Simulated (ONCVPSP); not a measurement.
## Plane-wave convergence, ONCV potential for lead (Pb)

```json
{
  "Element": "lead",
  "Generator": "ONCVPSP 4.0.1",
  "Type": "optimised norm-conserving Vanderbilt (ONCV)",
  "Functional": "PBE",
  "Relativity": "fully relativistic",
  "Frozen core": "[Kr] 4d10 4f14 5s2",
  "Valence charge": "20",
  "Reference configuration": "5p6 5d10 6s2 6p2",
  "Partial waves": "6s: rc 2.10 bohr, ncon 3, nbas 6, qcut 3 1/bohr, 2 projectors, debl 2.2 Ha; 5p+6p: rc 1.75 bohr, ncon 4, nbas 7, qcut 9.1 1/bohr, 3 projectors, debl 1.3 Ha; 5d: rc 2.00 bohr, ncon 5, nbas 10, qcut 7.9 1/bohr, 1 projector",
  "Local potential": "polynomial inside 1.50 bohr (lpopt 5, dvloc0 6 Ha)",
  "Core correction": "none"
}
```

Open shells are filled in proportion to 2j + 1.

Task: For each optimised wave give the share of its norm inside rc, the residual kinetic energy above qcut (Ha) and the cutoffs (Ha) for errors of 10, 1, 0.1 and 0.01 mHa per electron.

Result:

```tsv
wave	norm inside rc	residual KE	10 mHa	1 mHa	0.1 mHa	0.01 mHa
6s	0.444	4.6e-03	3.8	13.4	23.6	48.6
s projector 2	0.107	3.9e-02	5.7	14.6	24.6	31.7
5p j=3/2	0.971	6.5e-08	14.2	17.7	20.4	23.8
6p j=3/2	0.055	5.9e-08	10.2	13.9	17.9	31.1
p projector 3 j=3/2	0.114	3.5e-07	11.9	15.7	29.0	35.3
5p j=1/2	0.987	2.6e-08	18.3	23.2	27.6	31.4
6p j=1/2	0.103	6.8e-08	13.5	18.1	21.7	24.9
p projector 3 j=1/2	0.144	3.0e-07	14.8	18.8	22.4	32.8
5d j=5/2	0.898	1.4e-06	18.3	22.6	26.1	29.1
5d j=3/2	0.916	2.3e-06	18.9	23.2	26.6	29.6
```

The occupied waves need 23 Ha and 28 Ha for 1 and 0.1 mHa. Note: no bound ghost flagged; GHOST(+) flagged for s at 68.3 eV.
